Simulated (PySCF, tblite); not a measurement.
Species: C6H8F3N3.
Cartesian coordinates in Å at the GFN2-xTB level; atoms count from 1:
```xyz
20
C6H8F3N3 angstrom
C      2.3234    0.9178   -0.4156
C      2.3047   -0.5434    0.0129
C      1.1788   -0.8284    1.0120
N     -0.1045   -0.7095    0.3834
N     -0.6491   -1.6919   -0.2855
C     -1.7915   -1.2081   -0.7439
C     -1.8877    0.1181   -0.3055
C     -2.9687    1.1096   -0.5411
F     -4.0591    0.5258   -1.0653
F     -3.3644    1.7299    0.5785
F     -2.6052    2.0752   -1.4039
N     -0.7947    0.3940    0.4042
H      3.1167    1.0890   -1.1382
H      2.4925    1.5651    0.4415
H      1.3780    1.2015   -0.8713
H      2.1728   -1.1885   -0.8578
H      3.2534   -0.8027    0.4849
H      1.2082   -0.1089    1.8320
H      1.2615   -1.8464    1.3975
H     -2.4703   -1.7876   -1.3318
```

Computed with PBE0/pcSseg-1 in PySCF (dipole) on a GFN2-xTB geometry, gas phase.

Masses are those of the commonest isotopes; rigid-rotor values at the optimised geometry. The values belong to one conformer with, in the numbering `[CH3:1][CH2:2][CH2:3][n:4]1[n:5][cH:6][c:7]([C:8]([F:9])([F:10])[F:11])[n:12]1`, C1–C2–C3–N4 68°, C2–C3–N4–N5 84°.

Task: Give the principal moments of inertia and the rotational constants in MHz.

Result: Ia = 264.13, Ib = 961.95, Ic = 1069.19 u·Å²; 505379 MHz·u·Å²/I gives A = 1913, B = 525.4, C = 472.7 MHz.

Task: What kind of rotor is it?

Result: A near-prolate asymmetric top; Ray's κ = -0.927.

Task: Is it planar, by Δ = Ic − Ia − Ib?

Result: Not planar: Δ = Ic − Ia − Ib = -156.89 u·Å². For a rigid frame Δ = −2 Σ m c², so Σ m c² = 78.45 u·Å² lies off the ab plane: 9.48 from hydrogen and 68.96 from heavier atoms. The atom farthest from that plane is 1.69 Å away.

Task: Give the other two planar moments, Paa and Pbb, and the rms extents of the mass along the axes.

Result: Paa = Σ m a² = (Ib + Ic − Ia)/2 = 883.51 and Pbb = Σ m b² = (Ia + Ic − Ib)/2 = 185.69 u·Å². With the mass M = 179.07 u, the rms extents √(P/M) along a, b and c are 2.22, 1.02, 0.66 Å.

Task: List the rotational levels J(Ka,Kc) to J = 4 (cm⁻¹).

Result: Above 0(0,0):
J = 1: 1(0,1) 0.0333, 1(1,1) 0.0796, 1(1,0) 0.0813
J = 2: 2(0,2) 0.0998, 2(1,2) 0.1444, 2(1,1) 0.1497, 2(2,1) 0.2886, 2(2,0) 0.2886
J = 3: 3(0,3) 0.1995, 3(1,3) 0.2416, 3(1,2) 0.2522, 3(2,2) 0.3885, 3(2,1) 0.3887, 3(3,1) 0.6244, 3(3,0) 0.6244
J = 4: 4(0,4) 0.3322, 4(1,4) 0.3712, 4(1,3) 0.3887, 4(2,3) 0.5216, 4(2,2) 0.5223, 4(3,2) 0.7576, 4(3,1) 0.7576, 4(4,1) 1.0878, 4(4,0) 1.0878

Task: Which lines would a microwave search look for?

Result: The dipole components are |μa| = 3.27 D, |μb| = 0.74 D, |μc| = 0.02 D. The squared components, which scale the intensities, stand as 1.00 : 0.05 : 0.00 (a : b : c). Some lines, for components of 0.1 D or more:

| type | branch | J(Ka,Kc) | MHz | lower level (cm⁻¹) |
| --- | --- | --- | --- | --- |
| b | R | 2(0,2) ← 1(1,1) | 607 | 0.080 |
| a | R | 1(0,1) ← 0(0,0) | 998 | 0.000 |
| b | Q | 1(1,0) ← 1(0,1) | 1441 | 0.033 |
| a | R | 2(1,2) ← 1(1,1) | 1943 | 0.080 |
| a | R | 2(0,2) ← 1(0,1) | 1995 | 0.033 |
| a | R | 2(1,1) ← 1(1,0) | 2049 | 0.081 |
| b | R | 1(1,1) ← 0(0,0) | 2386 | 0.000 |
| b | R | 2(1,2) ← 1(0,1) | 3331 | 0.033 |
| b | Q | 2(2,0) ← 2(1,1) | 4165 | 0.150 |
| b | Q | 2(2,1) ← 2(1,2) | 4322 | 0.144 |
| b | R | 2(2,1) ← 1(1,0) | 6213 | 0.081 |

Task: Estimate the classical rotational partition function at 10 K, 100 K and 500 K.

Result: Point group C1, symmetry number σ = 1; q = (√π/σ)·√((kT/h)³/(ABC)), k/h = 20836.6 MHz/K: 7730 at 10 K, 245000 at 100 K, 2730000 at 500 K.

Its lowest GFN2-xTB frequency is 12 cm⁻¹, too small to tell a flat minimum from a shallow saddle. No vibrational averaging or centrifugal distortion is included, and the geometry carries the error of its method. A rigid rotor knows nothing of internal rotation, which can split or shift real lines. Quadrupole hyperfine structure (14N) is left out.
